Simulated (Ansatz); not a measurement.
`NB(N)F` + `C[S][Zn][Br]` → `CSB(N)F` + `[NH2][Zn][Br]`  (redistribution)

Gas-phase electronic energies from Ansatz, PBE0-D4/def2-TZVP geometries. CCSD(T)/CBS is the MP2 limit (def2-TZVPP, def2-QZVPP) plus CCSD(T) − MP2 in def2-TZVPP, frozen cores. DFT in def2-TZVPP. For Br, Zn outer-core shells are correlated without core-valence functions, which leaves a few kJ/mol of doubt a bond. Scalar relativity is left out up to krypton. Each species was taken in one conformer, which may not be the lowest.

`NB(N)F`:

Z-matrix (Å, degrees):
```
N
B 1 1.409
H 1 1.003 2 121.2
H 1 1.002 2 124.3 3 -180.0
N 2 1.409 1 124.8 3 -180.0
F 2 1.350 1 117.6 3 0.0
H 5 1.002 2 124.3 1 0.0
H 5 1.003 2 121.2 1 180.0
```

`C[S][Zn][Br]`:

Cartesian coordinates in Å:
```
C 0.557 -0.929 0.558
S -0.218 0.598 1.188
Zn -0.897 1.541 -0.627
Br -1.608 2.531 -2.504
H -0.163 -1.567 0.049
H 1.398 -0.714 -0.099
H 0.930 -1.459 1.435
```

`CSB(N)F`:

```xyz
10

C    -0.502   -1.691    0.783
S     0.634   -0.293    0.960
B     0.135    0.745   -0.445
N     0.760    1.965   -0.708
F    -0.855    0.337   -1.252
H    -0.349   -2.198   -0.167
H    -0.280   -2.379    1.598
H    -1.537   -1.363    0.863
H     0.487    2.542   -1.484
H     1.506    2.336   -0.149
```

`[NH2][Zn][Br]`:

```xyz
5

N    -0.170   -0.459   -0.875
Zn   -0.043    0.262    0.787
Br   -0.034    1.052    2.873
H    -0.352    0.194   -1.626
H     0.600   -1.050   -1.159
```

| level | ΔE (eV) |
| --- | --- |
| r2SCAN-D4 | 1.01 |
| B2PLYP | 1.03 |
| PBE | 0.98 |
| r2SCAN | 1.02 |
| HF/def2-TZVPP | 1.27 |
| SCS-MP2/def2-TZVPP | 0.96 |
| CCSD(T)/def2-TZVPP | 0.97 |
| MP2/def2-QZVPP | 0.98 |

(1) What does CCSD(T)/CBS give? (Best estimate.)

Largest T1 diagnostic among the species: 0.012.

Results:

(1) Computed: +1.04 eV. The listed levels differ from it by -0.03, -0.01, -0.06, -0.02, 0.23, -0.08, -0.07, -0.06 eV.

In def2-TZVPP, CCSD(T) changes the Hartree–Fock value by −0.30 eV (the triples alone add −0.04 eV) and MP2 by −0.33 eV. From PBE to PBE0 (25 % exact exchange), in def2-TZVPP and without D4, ΔE moves by +0.08 eV.
